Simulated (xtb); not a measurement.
Cl₃In, singlet, from a rough starting geometry (GFN-xTB shapes and energies of metal compounds can be far from the true ones); GFN2-xTB (xtb).

Here is a job for xtb.
```
$ xtb mol.xyz --gfn 2 --opt vtight --json

# file mol.xyz
4

In     0.00827036     0.01113828     0.03286983
Cl     2.27811578    -0.15974081    -0.41612838
Cl    -0.91936798    -0.96173299     1.88337501
Cl    -1.36181593     1.26667696    -1.38093883
```

What the program printed (banner, timings and long lists left out):

```
   ID    Z sym.   atoms
    1   49 In     1
    2   17 Cl     2-4

           -------------------------------------------------
          |                Calculation Setup                |
           -------------------------------------------------

           -------------------------------------------------
          |                 G F N 2 - x T B                 |
           -------------------------------------------------

          ...................................................
          :                      SETUP                      :
          :.................................................:
          :  # basis functions                  40          :
          :  # atomic orbitals                  36          :
          :  # shells                           12          :
          :  # electrons                        24          :
          :  max. iterations                   250          :
          :  Hamiltonian                  GFN2-xTB          :
          :  restarted?                      false          :
          :  GBSA solvation                  false          :
          :  PC potential                    false          :
          :  electronic temp.          300.0000000     K    :
          :  accuracy                    1.0000000          :
          :  -> integral cutoff          0.2500000E+02      :
          :  -> integral neglect         0.1000000E-07      :
          :  -> SCF convergence          0.1000000E-05 Eh   :
          :  -> wf. convergence          0.1000000E-03 e    :
          :  Broyden damping             0.4000000          :
          :  net charge                          0          :
          :  unpaired electrons                  0          :
          ...................................................

 iter      E             dE          RMSdq      gap      omega  full diag
   1    -15.0237035 -0.150237E+02  0.229E+01    2.83       0.0  T
   2    -15.0263771 -0.267362E-02  0.133E+01    3.01       1.0  T
   3    -15.0249280  0.144909E-02  0.180E+00    2.84       1.0  T
   4    -15.0270388 -0.211074E-02  0.298E-01    2.95       1.0  T
   5    -15.0270546 -0.157951E-04  0.155E-01    2.96       1.0  T
   6    -15.0270604 -0.585758E-05  0.726E-02    2.97       1.0  T
   7    -15.0270621 -0.170017E-05  0.316E-02    2.97       1.6  T
   8    -15.0270629 -0.777364E-06  0.169E-02    2.97       3.0  T
   9    -15.0270630 -0.126625E-06  0.437E-03    2.97      11.5  T
  10    -15.0270630 -0.867750E-08  0.249E-03    2.97      20.1  T
  11    -15.0270630 -0.966452E-08  0.731E-04    2.97      68.4  T
  12    -15.0270630 -0.703150E-09  0.762E-04    2.97      65.6  T

   *** convergence criteria satisfied after 12 iterations ***

         :::::::::::::::::::::::::::::::::::::::::::::::::::::
         ::                     SUMMARY                     ::
         :::::::::::::::::::::::::::::::::::::::::::::::::::::
         :: total energy             -15.020155119528 Eh    ::
         :: gradient norm              0.010722865724 Eh/a0 ::
         :: HOMO-LUMO gap              2.968654616889 eV    ::
         ::.................................................::
         :: SCC energy               -15.027060324384 Eh    ::
         :: -> isotropic ES            0.014487840113 Eh    ::
         :: -> anisotropic ES          0.001850761367 Eh    ::
         :: -> anisotropic XC         -0.000097700028 Eh    ::
         :: -> dispersion             -0.003664887589 Eh    ::
         :: repulsion energy           0.006905204857 Eh    ::
         :: add. restraining           0.000000000000 Eh    ::
         :: total charge               0.000000000000 e     ::
         :::::::::::::::::::::::::::::::::::::::::::::::::::::

      -----------------------------------------------------------
     |                   =====================                   |
     |                        A N C O P T                        |
[...]
 * total energy  :   -15.0201551 Eh     change       -0.2919354E-09 Eh
 * total energy  :   -15.0203710 Eh     change       -0.2158533E-03 Eh
 * total energy  :   -15.0205391 Eh     change       -0.1680863E-03 Eh
 * total energy  :   -15.0205369 Eh     change        0.2136002E-05 Eh
 * total energy  :   -15.0205418 Eh     change       -0.4917109E-05 Eh
 * total energy  :   -15.0205419 Eh     change       -0.4100275E-07 Eh
   *** GEOMETRY OPTIMIZATION CONVERGED AFTER 6 ITERATIONS ***
         :: total energy             -15.020541881937 Eh    ::
[...]
         2        2.0000           -1.0719889             -29.1703
         3        2.0000           -1.0702583             -29.1232
         4        2.0000           -0.5959910             -16.2177
         5        2.0000           -0.4769721             -12.9791
         6        2.0000           -0.4769695             -12.9790
         7        2.0000           -0.4620728             -12.5736
         8        2.0000           -0.4597684             -12.5109
         9        2.0000           -0.4597332             -12.5100
        10        2.0000           -0.4549994             -12.3812
        11        2.0000           -0.4549902             -12.3809
        12        2.0000           -0.4499536             -12.2439 (HOMO)
        13                         -0.3359403              -9.1414 (LUMO)
        14                         -0.1678467              -4.5673
        15                         -0.0292672              -0.7964
        16                         -0.0292316              -0.7954
        17                         -0.0120124              -0.3269
        18                         -0.0119924              -0.3263
        19                         -0.0011961              -0.0325
        20                         -0.0011860              -0.0323
        21                         -0.0006855              -0.0187
        22                          0.0002555               0.0070
        23                          0.0002582               0.0070
       ...                                ...                  ...
        36                          0.8692252              23.6528
      -------------------------------------------------------------
                  HL-Gap            0.1140133 Eh            3.1025 eV
             Fermi-level           -0.3929469 Eh          -10.6926 eV

     #   Z          covCN         q      C6AA      α(0)
     1  49 In       2.362     0.211   291.990    33.682
     2  17 Cl       0.787    -0.070   101.212    15.390
     3  17 Cl       0.787    -0.070   101.206    15.389
     4  17 Cl       0.787    -0.070   101.212    15.390

 Mol. C6AA /au·bohr⁶  :       2212.135621
 Mol. C8AA /au·bohr⁸  :     160459.521889
 Mol. α(0) /au        :         79.850189

Wiberg/Mayer (AO) data.
largest (>0.10) Wiberg bond orders for each atom

 ---------------------------------------------------------------------------
     #   Z sym  total        # sym  WBO       # sym  WBO       # sym  WBO
 ---------------------------------------------------------------------------
     1  49 In   3.239 --     3 Cl   1.080     4 Cl   1.079     2 Cl   1.079
     2  17 Cl   1.464 --     1 In   1.079     4 Cl   0.192     3 Cl   0.192
     3  17 Cl   1.464 --     1 In   1.080     2 Cl   0.192     4 Cl   0.192
     4  17 Cl   1.464 --     1 In   1.079     2 Cl   0.192     3 Cl   0.192
 ---------------------------------------------------------------------------

Topologies differ in total number of bonds
Writing topology from bond orders to xtbtopo.mol

molecular dipole:
                 x           y           z       tot (Debye)
 q only:       -0.000      -0.000       0.001
   full:       -0.000      -0.000       0.001       0.002
molecular quadrupole (traceless):
                xx          xy          yy          xz          yz          zz
 q only:       -0.899       0.444       1.030       0.288       1.320      -0.130
  q+dip:       -0.448       0.221       0.513       0.143       0.657      -0.065
   full:       -2.162       1.067       2.480       0.695       3.180      -0.318

optimized geometry written to: xtbopt.xyz

           -------------------------------------------------
          | TOTAL ENERGY              -15.020541881937 Eh   |
          | GRADIENT NORM               0.000140906680 Eh/α |
          | HOMO-LUMO GAP               3.102458749638 eV   |
           -------------------------------------------------

normal termination of xtb
```
